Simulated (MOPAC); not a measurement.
Job for MOPAC: AM1 on GeS, 2S+1 = 1, a point of a bond scan (R = 2.075 Å).

```
AM1 1SCF PRECISE CHARGE=0 THREADS=1
GeS

S      0.00000000 1     0.00000000 1     0.00000000 1
Ge     0.00000000 1     0.00000000 1     2.07479000 1
```

The log:

```
*******************************************************************************
 **                                                                           **
 **                              MOPAC v23.2.5                                **
 **                                                                           **
 *******************************************************************************
 ** MOPAC's Digital Object Identifier: https://doi.org/10.5281/zenodo.6511958 **
 **                                                                           **
 ** Please cite the open-source release paper for use of this MOPAC version:  **
 ** J. E. Moussa and J. J. P. Stewart (2026)                                  **
 ** MOPAC: An open-source semiempirical molecular orbital program             **
 ** J. Open Source Softw., 11(119), 8025, https://doi.org/10.21105/joss.08025 **
 *******************************************************************************

                              AM1 CALCULATION RESULTS

 *******************************************************************************
 *  AM1        - The AM1 Hamiltonian to be used
 *
 *
 *
 *                 CHARGE ON SYSTEM = 0
 *
 *
 *
 *  PRECISE    - TIGHTER CRITERIA TO BE USED
 *  1SCF       - DO 1 SCF AND THEN STOP
 *  THREADS=1  - MULTI-THREADING NOT USED
 *  T=         - A TIME OF 172800.0 SECONDS REQUESTED
 *  DUMP=N     - RESTART FILE WRITTEN EVERY 7200.0 SECONDS REQUESTED
 *******************************************************************************
AM1 1SCF PRECISE CHARGE=0 THREADS=1
 GeS

   ATOM   CHEMICAL          X               Y               Z
  NUMBER   SYMBOL      (ANGSTROMS)     (ANGSTROMS)     (ANGSTROMS)

     1       S          0.00000000  *   0.00000000  *   0.00000000  *
     2      Ge          0.00000000  *   0.00000000  *   2.07479000  *



          CARTESIAN COORDINATES

    NO.       ATOM           X           Y           Z

     1         S          0.0000      0.0000      0.0000
     2        Ge          0.0000      0.0000      2.0748

  S: (AM1): M.J.S. DEWAR, Y-C YUAN, INORGANIC CHEMISTRY, 29, 3881:3890,  (1990)
 Ge: (AM1): M.J.S.Dewar and C.Jie, Organometallics, 8, 1544, (1989)

           Empirical Formula: S Ge  =     2 atoms



      MOLECULAR POINT GROUP   :   C*v


      RHF CALCULATION, NO. OF DOUBLY OCCUPIED LEVELS = 5


 -------------------------------------------------------------------------------
 AM1 1SCF PRECISE CHARGE=0 THREADS=1
 GeS



     1SCF WAS SPECIFIED, SO BFGS WAS NOT USED
     SCF FIELD WAS ACHIEVED


                              AM1 CALCULATION
                                                       MOPAC v23.2.5 Linux




          FINAL HEAT OF FORMATION =         76.60441 KCAL/MOL =     320.51284 KJ/MOL


          COSMO AREA              =         97.37 SQUARE ANGSTROMS
          COSMO VOLUME            =         85.91 CUBIC ANGSTROMS

          IONIZATION POTENTIAL    =          9.761746 EV
          HOMO LUMO ENERGIES (EV) =         -9.762 -1.929
          NO. OF FILLED LEVELS    =          5
          MOLECULAR WEIGHT        =        104.6500         POINT GROUP:  C*v

          MOLECULAR DIMENSIONS (Angstroms)

            Atom       Atom       Distance
           Ge     2    S     1     2.07479
           Ge     2    S     1     0.00000
            S     1   Ge     2     0.00000


          SCF CALCULATIONS        =          1





   ATOM   CHEMICAL          X               Y               Z
  NUMBER   SYMBOL      (ANGSTROMS)     (ANGSTROMS)     (ANGSTROMS)

     1       S          0.00000000  *   0.00000000  *   0.00000000  *
     2      Ge          0.00000000  *   0.00000000  *   2.07479000  *

                             CARTESIAN COORDINATES

   1    S        0.000000000     0.000000000     0.000000000
   2   Ge        0.000000000     0.000000000     2.074790000


           Empirical Formula: S Ge  =     2 atoms



      MOLECULAR POINT GROUP   :   C*v


                  EIGENVALUES
 -17.42405 -11.66487  -9.89766  -9.89766  -9.76175  -1.92858  -1.92858  -0.44325


              NET ATOMIC CHARGES AND DIPOLE CONTRIBUTIONS

  ATOM NO.   TYPE          CHARGE      No. of ELECS.   s-Pop       p-Pop
    1          S          -0.730752        6.7308     1.97846     4.75229
    2         Ge           0.730752        3.2692     1.73995     1.52930
 DIPOLE           X         Y         Z       TOTAL
 POINT-CHG.     0.000     0.000     7.282     7.282
 HYBRID         0.000     0.000    -2.845     2.845
 SUM            0.000     0.000     4.437     4.437


          ATOMIC ORBITAL ELECTRON POPULATIONS

     Atom    s        px        py        pz
    1  S   1.97846   1.68978   1.68978   1.37272
    2 Ge   1.73995   0.31022   0.31022   0.90887

 **********************
 *                    *
 * JOB ENDED NORMALLY *
 *                    *
 **********************




 == MOPAC DONE ==
```

The run finished.

Cost: about 0.020 core-seconds (a rough figure).
